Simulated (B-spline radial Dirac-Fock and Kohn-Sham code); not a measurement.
Successive ionisation energies of zinc: Dirac-Fock against NIST

Level of theory: Dirac-Fock energy differences between relaxed states, corrected for Breit and QED terms; a B-spline atomic structure program. Each value is the difference of the configuration-average energies of two neighbouring ions in their tabulated ground configurations. The model has no electron correlation. NIST's values refer to the lowest levels; many for high charge states are themselves semi-empirical or theoretical. Where a p, d or f shell is open in either ion the computed value averages over both j values and all terms, while the table refers to the lowest levels; that difference holds spin-orbit splitting (largest in heavy or highly charged ions), term energies where several electrons share open shells, and correlation, and it can reach 10 % or more.

| ion | configuration | computed (eV) | NIST (eV) | kind | NIST − computed (eV) |
| --- | --- | --- | --- | --- | --- |
| Zn⁹⁺ | [Ar] 3d3 | 235.0 | 238 ± 2.2 | theoretical | +3.02 |
| Zn¹⁰⁺ | [Ar] 3d2 | 270.8 | 274.4 ± 0.5 | semi-empirical | +3.61 |
| Zn¹¹⁺ | [Ar] 3d1 | 308.3 | 310.8 ± 1 | semi-empirical | +2.49 |
| Zn¹²⁺ | [Ne] 3s2 3p6 | 417.8 | 417.6 ± 1.2 | semi-empirical | -0.19 |
| Zn¹³⁺ | [Ne] 3s2 3p5 | 455.0 | 453.4 ± 0.3 | semi-empirical | -1.57 |
| Zn¹⁴⁺ | [Ne] 3s2 3p4 | 493.1 | 490.6 ± 0.6 | semi-empirical | -2.48 |
| Zn¹⁵⁺ | [Ne] 3s2 3p3 | 532.1 | 540 ± 1 | semi-empirical | +7.90 |
| Zn¹⁶⁺ | [Ne] 3s2 3p2 | 572.0 | 577.8 ± 1.3 | semi-empirical | +5.76 |

**Question.** Where in this range is the largest relative jump, and why?

**Answer.** From Zn¹¹⁺ (308.3 eV) to Zn¹²⁺ (417.8 eV), a factor of 1.36. The configuration goes from [Ar] 3d1 to [Ne] 3s2 3p6, so the next electron comes out of a deeper subshell.
